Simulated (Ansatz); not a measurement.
C3H5AlClN: where a starting geometry ends

The starting geometry of this gas-phase triplet was optimised with GFN2-xTB as a singlet; its bonds are those of `[CH3][Al]([Cl])[CH2]C#N`.

```xyz
11

C     1.5939    0.8430    0.3488
C    -1.7296    0.6996    1.4486
C    -1.2814   -0.5891    1.8646
Al   -0.2348    1.6029    0.4080
Cl   -0.8093    3.3156   -0.5189
N    -0.8949   -1.6200    2.1854
H     2.3105    1.4376    0.9243
H     1.6093   -0.1681    0.7623
H     1.9895    0.7926   -0.6711
H    -2.6327    0.5863    0.8333
H    -2.0141    1.2793    2.3369
```

Task: Predict what it relaxes into with B3LYP-D3(BJ)/def2-SVP.

Result: It rearranges, giving a structure given below by its coordinates. Contacts that open: C2–Al4 (2.03 → 4.15 Å). Contacts that close: Al4–N6 (3.74 → 1.77 Å).

The energy falls by 3.34 eV over 74 steps:

| step | E − E(last) (eV) |
| --- | --- |
| 1 | 3.343 |
| 9 | 1.237 |
| 17 | 1.029 |
| 25 | 0.990 |
| 33 | 0.659 |
| 42 | 0.499 |
| 50 | 0.390 |
| 58 | 0.027 |
| 66 | 0.000 |
| 74 | 0.000 |

Final geometry (Å):

| atom | x (Å) | y (Å) | z (Å) |
| --- | --- | --- | --- |
| C | 2.0742 | 0.4378 | 0.0583 |
| C | -2.7356 | 0.4586 | 2.5827 |
| C | -1.6453 | 1.2662 | 2.1898 |
| Al | 0.3436 | 1.3037 | -0.0688 |
| Cl | -0.2315 | 2.4179 | -1.7703 |
| N | -0.8543 | 1.2279 | 1.2363 |
| H | 2.8864 | 1.1814 | -0.0059 |
| H | 2.1876 | -0.1134 | 1.0050 |
| H | 2.2217 | -0.2705 | -0.7740 |
| H | -3.0314 | -0.4179 | 1.9853 |
| H | -3.3090 | 0.6880 | 3.4839 |

The end wasn't checked by frequencies. Open shells are spin-unrestricted. The triplet needn't be the ground state. Run with Ansatz 0.2.0, 7.2 min on 2 threads of Intel(R) Xeon(R) Platinum 8375C CPU @ 2.90GHz (Ice Lake), with other jobs on the host.
